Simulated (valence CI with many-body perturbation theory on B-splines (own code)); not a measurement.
# E1 line list for Re⁶⁸⁺

Calculated by relativistic CI+MBPT: five valence electrons over a frozen Dirac-Fock core [He], a basis of 11 s, 11 p, 10 d, 8 f, 5 g, 2 h functions for each j, with the one-electron correlation potential Σ1 (screened to all orders), the two-electron term Σ2, the three-electron term Σ3, Breit, model QED; selected single and double excitations, second order for the rest, scaled by the run's own slope (own B-spline code, finite nucleus).

No measured spectrum was set against this ion. As an estimate, large intervals hold to a few tenths of a per cent, small ones and those within an open d or f shell to about a per cent. Among the levels kept, up to 7500 cm⁻¹ of a level comes from second order outside the variational space, and about a tenth of that is noise between levels of different J, which matters for small intervals.

Lines 151 to 200 of 600 in falling wavelength, among levels below 108340 × 10³ cm⁻¹, chosen from the strongest by gf and those to the six lowest levels. Wavelengths and rates use the calculated energies. Electric multipoles are in the length gauge, E1 and E2 with the static RPA response of the core. Weak lines are less certain than strong ones. Lines between different terms over intervals too small for the method are left out, as are lines whose strength nearly cancels. The highest levels of a list are the least certain.

Levels are named by their leading jj configuration (3d3/2^4 stands for four electrons in 3d with j = 3/2), which in mixed levels can hold well under half, so a name can repeat and another be missing. Letters in brackets count levels of one name in rising energy.

```
λ vac (Å)                               Upper                               Lower   A (s⁻¹)  S (a.u.)
    22.05  (2s 2p1/2^2 2p3/2 3p3/2) J=3/2 [a]         (2s 2p1/2^2 2p3/2 3s) J=5/2  3.66e+11  7.75e-03
    22.05  (2s^2 2p1/2 2p3/2 3d3/2) J=5/2 [b]      (2s^2 2p1/2 2p3/2 3p1/2) J=5/2  4.37e+11  1.39e-02
    22.00  (2s 2p1/2 2p3/2^2 3p3/2) J=5/2 [b]     (2s 2p1/2 2p3/2^2 3s) J=5/2 [b]  1.21e+12  3.80e-02
    21.88  (2s 2p1/2 2p3/2^2 3p3/2) J=5/2 [e]     (2s 2p1/2 2p3/2^2 3s) J=3/2 [b]  4.29e+11  1.33e-02
    21.86  (2s 2p1/2 2p3/2^2 3d3/2) J=5/2 [e]  (2s 2p1/2 2p3/2^2 3p1/2) J=5/2 [c]  3.61e+11  1.12e-02
    21.83  (2s^2 2p1/2 2p3/2 3p3/2) J=5/2 [b]     (2s^2 2p1/2 2p3/2 3s) J=3/2 [b]  9.32e+11  2.87e-02
    21.77  (2s 2p1/2^2 2p3/2 3p3/2) J=3/2 [b]         (2s 2p1/2^2 2p3/2 3s) J=1/2  1.01e+12  2.07e-02
    21.58  (2s 2p1/2^2 2p3/2 3p3/2) J=1/2 [b]         (2s 2p1/2^2 2p3/2 3s) J=1/2  1.44e+12  1.43e-02
    21.56  (2s^2 2p1/2 2p3/2 3p3/2) J=5/2 [b]         (2s^2 2p1/2 2p3/2 3s) J=5/2  9.83e+11  2.92e-02
    21.52  (2s^2 2p1/2 2p3/2 3p3/2) J=3/2 [b]         (2s^2 2p1/2 2p3/2 3s) J=1/2  5.27e+11  1.04e-02
    21.35  (2s 2p1/2^2 2p3/2 3p3/2) J=5/2 [a]         (2s 2p1/2^2 2p3/2 3s) J=5/2  1.03e+12  2.96e-02
    21.22  (2s 2p1/2 2p3/2^2 3p3/2) J=1/2 [d]     (2s 2p1/2 2p3/2^2 3s) J=3/2 [d]  8.61e+11  8.12e-03
    21.17       (2p1/2^2 2p3/2^2 3p3/2) J=3/2          (2p1/2^2 2p3/2^2 3s) J=3/2  1.31e+12  2.45e-02
    21.16  (2s 2p1/2 2p3/2^2 3p3/2) J=3/2 [f]     (2s 2p1/2 2p3/2^2 3s) J=3/2 [d]  4.66e+11  8.71e-03
    21.14  (2s^2 2p1/2 2p3/2 3p3/2) J=3/2 [b]     (2s^2 2p1/2 2p3/2 3s) J=3/2 [a]  5.79e+11  1.08e-02
    21.09      (2s^2 2p3/2^2 3p3/2) J=3/2 [a]             (2s^2 2p3/2^2 3s) J=3/2  1.50e+12  2.78e-02
    21.05  (2s 2p1/2 2p3/2^2 3p3/2) J=3/2 [f]     (2s 2p1/2 2p3/2^2 3s) J=3/2 [c]  7.67e+11  1.41e-02
    20.95  (2s^2 2p1/2 2p3/2 3p3/2) J=1/2 [b]     (2s^2 2p1/2 2p3/2 3s) J=3/2 [b]  1.80e+12  1.63e-02
    20.94  (2s 2p1/2 2p3/2^2 3p3/2) J=5/2 [b]         (2s 2p1/2 2p3/2^2 3s) J=7/2  5.28e+11  1.44e-02
    20.86  (2s 2p1/2 2p3/2^2 3p3/2) J=1/2 [d]     (2s 2p1/2 2p3/2^2 3s) J=1/2 [b]  9.26e+11  8.30e-03
    20.76       (2p1/2^2 2p3/2^2 3p3/2) J=3/2          (2p1/2^2 2p3/2^2 3s) J=5/2  3.54e+11  6.26e-03
    20.70      (2s^2 2p3/2^2 3p3/2) J=3/2 [a]             (2s^2 2p3/2^2 3s) J=5/2  3.99e+11  6.99e-03
    19.38  (2s 2p1/2 2p3/2^2 3p3/2) J=5/2 [e]     (2s 2p1/2 2p3/2^2 3s) J=5/2 [b]  2.54e+11  5.48e-03
    6.970  (2s 2p1/2 2p3/2^2 3d5/2) J=9/2 [a]  (2s^2 2p1/2 2p3/2 3d5/2) J=7/2 [a]  2.77e+12  4.62e-03
    6.962  (2s 2p1/2 2p3/2^2 3p3/2) J=7/2 [a]  (2s^2 2p1/2 2p3/2 3p3/2) J=5/2 [a]  2.94e+12  3.91e-03
    6.958  (2s 2p1/2 2p3/2^2 3d5/2) J=9/2 [b]  (2s^2 2p1/2 2p3/2 3d5/2) J=7/2 [b]  1.71e+12  2.84e-03
    6.956     (2s 2p1/2 2p3/2^2 3s) J=5/2 [a]     (2s^2 2p1/2 2p3/2 3s) J=3/2 [a]  3.34e+12  3.33e-03
    6.954  (2s 2p1/2 2p3/2^2 3p3/2) J=7/2 [b]  (2s^2 2p1/2 2p3/2 3p3/2) J=5/2 [b]  2.59e+12  3.44e-03
    6.931  (2s 2p1/2 2p3/2^2 3d3/2) J=5/2 [a]  (2s^2 2p1/2 2p3/2 3d3/2) J=3/2 [a]  2.13e+12  2.10e-03
    6.915  (2s 2p1/2 2p3/2^2 3p1/2) J=5/2 [a]  (2s^2 2p1/2 2p3/2 3p1/2) J=3/2 [a]  3.17e+12  3.10e-03
    6.903  (2s 2p1/2 2p3/2^2 3d3/2) J=7/2 [a]  (2s^2 2p1/2 2p3/2 3d3/2) J=5/2 [a]  2.49e+12  3.24e-03
    6.872     (2s 2p1/2 2p3/2^2 3d5/2) J=11/2      (2s^2 2p1/2 2p3/2 3d5/2) J=9/2  2.82e+12  5.41e-03
    6.864         (2s 2p1/2 2p3/2^2 3s) J=7/2         (2s^2 2p1/2 2p3/2 3s) J=5/2  3.30e+12  4.21e-03
    6.860  (2s 2p1/2 2p3/2^2 3d3/2) J=5/2 [b]  (2s^2 2p1/2 2p3/2 3d3/2) J=3/2 [b]  2.25e+12  2.15e-03
    6.857  (2s 2p1/2 2p3/2^2 3d3/2) J=7/2 [b]  (2s^2 2p1/2 2p3/2 3d3/2) J=5/2 [b]  2.36e+12  3.00e-03
    6.853  (2s 2p1/2 2p3/2^2 3p1/2) J=5/2 [b]  (2s^2 2p1/2 2p3/2 3p1/2) J=3/2 [b]  2.96e+12  2.82e-03
    6.847      (2s 2p1/2 2p3/2^2 3p3/2) J=9/2      (2s^2 2p1/2 2p3/2 3p3/2) J=7/2  2.89e+12  4.58e-03
    6.838      (2s 2p1/2 2p3/2^2 3d3/2) J=9/2      (2s^2 2p1/2 2p3/2 3d3/2) J=7/2  2.82e+12  4.45e-03
    6.836      (2s 2p1/2 2p3/2^2 3p1/2) J=7/2      (2s^2 2p1/2 2p3/2 3p1/2) J=5/2  3.17e+12  3.99e-03
    6.796  (2s 2p1/2 2p3/2^2 3d5/2) J=7/2 [b]  (2s^2 2p1/2 2p3/2 3d5/2) J=5/2 [b]  1.52e+12  1.88e-03
    6.769          (2s 2p1/2^2 2p3/2^2) J=5/2          (2s^2 2p1/2^2 2p3/2) J=3/2  3.31e+12  3.04e-03
    6.767       (2p1/2^2 2p3/2^2 3p3/2) J=5/2  (2s 2p1/2^2 2p3/2 3p3/2) J=3/2 [b]  5.72e+12  5.25e-03
    6.750        (2s 2p1/2 2p3/2^3) J=3/2 [a]          (2s^2 2p1/2 2p3/2^2) J=5/2  3.52e+11  2.14e-04
    6.717          (2p1/2^2 2p3/2^2 3s) J=5/2     (2s 2p1/2^2 2p3/2 3s) J=3/2 [b]  8.17e+12  7.33e-03
    6.701       (2p1/2^2 2p3/2^2 3p3/2) J=7/2  (2s 2p1/2^2 2p3/2 3p3/2) J=5/2 [b]  1.00e+13  1.19e-02
    6.701       (2p1/2^2 2p3/2^2 3p3/2) J=5/2  (2s 2p1/2^2 2p3/2 3p3/2) J=5/2 [b]  2.10e+12  1.87e-03
    6.684       (2p1/2^2 2p3/2^2 3p1/2) J=3/2      (2s 2p1/2^2 2p3/2 3p1/2) J=1/2  8.24e+12  4.86e-03
    6.683       (2p1/2^2 2p3/2^2 3p1/2) J=5/2  (2s 2p1/2^2 2p3/2 3p1/2) J=3/2 [b]  9.61e+12  8.49e-03
    6.675          (2p1/2^2 2p3/2^2 3s) J=3/2     (2s 2p1/2^2 2p3/2 3s) J=3/2 [b]  3.89e+12  2.28e-03
    6.668  (2s 2p1/2 2p3/2^2 3p3/2) J=5/2 [b]  (2s^2 2p1/2 2p3/2 3p3/2) J=3/2 [a]  3.67e+12  3.22e-03
```
